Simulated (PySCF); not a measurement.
## Diatomic cations of Be with the alkali metals

MP2 with double-zeta basis sets in PySCF, for the lowest determinant that a PBE0 search found; no spin–orbit coupling. De refers to high-spin ground-configuration atoms (the charge goes to the atom of lower measured ionisation energy or higher electron affinity, which is not always the lowest computed limit).

```tsv
M	basis	reference, frozen orbitals	charged atom	state (unpaired electrons)	Re (Å)	ωe (cm⁻¹)	De (eV)
Li	aug-cc-pVDZ	RHF, 0	Li+	singlet (closed shell)	2.602	308	0.63
Na	cc-pVDZ	RHF, 1	Na+	singlet (closed shell)	3.059	185	0.36
K	def2-SVPD	RHF, 5	K+	singlet (closed shell)	3.648	126	0.20
Rb	def2-SVP	RHF, 0	Rb+	singlet (closed shell)	3.845	105	0.15
Cs	def2-SVPD	RHF, 0	Cs+	singlet (closed shell)	4.104	92.1	0.13
```

The shortest bond is that of LiBe⁺ (2.602 Å), the longest that of CsBe⁺ (4.104 Å).

The rows differ in basis set, which adds steps of its own.

Down a group the atoms grow and get heavier, so bonds lengthen and wavenumbers fall; this series shows no clear exception.

Correlated steps freeze the inner cores (0 to 5 orbitals); shallow outer-core shells are correlated. Weak bonds: CsBe⁺, KBe⁺, NaBe⁺, RbBe⁺. Basis-set superposition, not corrected here, can be much of De in a small basis, most of all at correlated wavefunction levels. Spin–orbit coupling is left out. For an ion De counts to the pair picked by the measured ionisation energies or electron affinities, which need not be the lowest pair at this level.
